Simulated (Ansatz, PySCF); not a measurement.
CH4Cl2OSi2, SMILES [Si]1(CO[SiH2]1)(Cl)Cl. Atoms are numbered in the order given.

```xyz
10

Cl     1.4782    -0.1572     1.6725
Si     0.2788     0.0029     0.0000
Cl     1.4782    -0.1572    -1.6725
C     -0.8989     1.5171     0.0000
O     -2.1509     0.8217     0.0000
Si    -1.8868    -0.8553     0.0000
H     -0.8069     2.1568    -0.8943
H     -0.8069     2.1568     0.8943
H     -2.4287    -1.5271     1.2167
H     -2.4287    -1.5271    -1.2167
```

The structure is a stationary point at PBE0-D3(BJ)/def2-SVP. The structure was generated by enumeration, and PubChem lists no compound with its InChIKey, so it may never have been made.

Two levels are set side by side: PBE-D3(BJ)/def2-SVP (Ansatz, a first-principles code) and PBE0-D3(BJ)/def2-SVP (Ansatz). Each level has its own optimised geometry; the coordinates shown are those of the second. Frequencies come from the Hessian of PySCF at each geometry. Differences are taken from unrounded values.

| quantity | PBE0-D3(BJ) |
|---|---|
| mean bond length (Å) | 1.670 |
| bond Cl1–Si2 (Å) | 2.064 |
| bond Si2–Cl3 (Å) | 2.064 |
| bond Si2–C4 (Å) | 1.918 |
| bond Si2–Si6 (Å) | 2.329 |
| bond C4–O5 (Å) | 1.432 |
| bond O5–Si6 (Å) | 1.698 |
| bond C4–H7 (Å) | 1.103 |
| bond C4–H8 (Å) | 1.103 |
| bond Si6–H9 (Å) | 1.492 |
| bond Si6–H10 (Å) | 1.492 |
| highest harmonic wavenumber (cm⁻¹) | 3124 |
| mean harmonic wavenumber (cm⁻¹) | 976 |
| zero-point energy (kcal/mol) | 33.49 |

Task: What does PBE-D3(BJ) give, and how far is it from PBE0-D3(BJ)? (Estimate from the structure and the level; the computed values follow.)

Result: 
| quantity | PBE-D3(BJ) | PBE-D3(BJ) minus PBE0-D3(BJ) |
|---|---|---|
| mean bond length (Å) | 1.684 | 0.014 |
| bond Cl1–Si2 (Å) | 2.082 | 0.018 |
| bond Si2–Cl3 (Å) | 2.082 | 0.018 |
| bond Si2–C4 (Å) | 1.934 | 0.015 |
| bond Si2–Si6 (Å) | 2.344 | 0.015 |
| bond C4–O5 (Å) | 1.446 | 0.014 |
| bond O5–Si6 (Å) | 1.717 | 0.019 |
| bond C4–H7 (Å) | 1.112 | 0.009 |
| bond C4–H8 (Å) | 1.112 | 0.009 |
| bond Si6–H9 (Å) | 1.504 | 0.013 |
| bond Si6–H10 (Å) | 1.504 | 0.013 |
| highest harmonic wavenumber (cm⁻¹) | 3023 | -102 |
| mean harmonic wavenumber (cm⁻¹) | 937 | -39 |
| zero-point energy (kcal/mol) | 32.16 | -1.32 |

Exact exchange shortens and stiffens bonds; PBE has none. Differences between two approximate levels are no errors against the true value.
